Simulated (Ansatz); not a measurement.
Consider the redistribution: `Cl[SiH2]Cl` + `O[SiH](O)[CH2][GeH3]` → `O[SiH](O)C[SiH](Cl)Cl` + GeH₄.

Calculated with Ansatz (gas phase, PBE0-D4/def2-TZVP geometries, no zero-point term in ΔE). CCSD(T)/CBS is the MP2 limit (def2-TZVPP, def2-QZVPP) plus CCSD(T) − MP2 in def2-TZVPP, frozen cores. DFT in def2-TZVPP. B3LYP here is the variant with VWN-RPA as its local correlation; programs differ in this. For Ge outer-core shells are correlated without core-valence functions, which leaves a few kJ/mol of doubt a bond. Scalar relativity is left out up to krypton. Each species was taken in one conformer, which may not be the lowest.

Is it downhill or uphill in electronic energy at CCSD(T)/CBS, and by how much? (An estimate is asked.)

Ansatz gave: Downhill: ΔE = -34.7 kJ/mol.

What do these levels give: ωB97X-V, B2PLYP, B3LYP, HF/def2-TZVPP, MP2/CBS(def2), CCSD/CBS(def2)? (Best estimate.)

Ansatz gave: ωB97X-V -39.4, B2PLYP -33.5, B3LYP -31.9, HF/def2-TZVPP -27.3, MP2/CBS(def2) -35.3, CCSD/CBS(def2) -32.8 kJ/mol.

Largest T1 diagnostic among the species: 0.012.

The D4 term adds −10.4 kJ/mol with B3LYP and −6.0 kJ/mol with PBE0; it sums over pairs of atoms, weighted by their polarisabilities, and B3LYP, whose exchange is more repulsive, gets the larger term. In def2-TZVPP, CCSD(T) changes the Hartree–Fock value by −6.9 kJ/mol (the triples alone add −1.8 kJ/mol) and MP2 by −7.5 kJ/mol.
